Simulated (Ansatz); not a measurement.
A structure relaxed at PBE0-D4/def2-TZVP, charge 0, multiplicity 1:

Cartesian coordinates in Å:
```
F 0.4117 -0.6373 -1.5903
C 0.2151 -0.5734 -0.2731
C -0.2233 0.5625 0.3597
Zn 0.0550 -0.8719 1.6123
H -0.4585 1.5202 -0.1086
```

Question: Give its formula and SMILES.

Answer: C2HFZn, `F[C]1=[CH][Zn]1`.

Question: Point group (tolerance 0.08 Å, 0.16 Å for H)?

Answer: Cs.

Question: Summarise the bond lengths by kind.

Answer: 1 × C–F 1.333 Å; 1 × C–C 1.372 Å; 2 × C–Zn 1.916 to 1.925 Å; 1 × C–H 1.092 Å.

Results of the Gaussian-basis code of Ansatz.
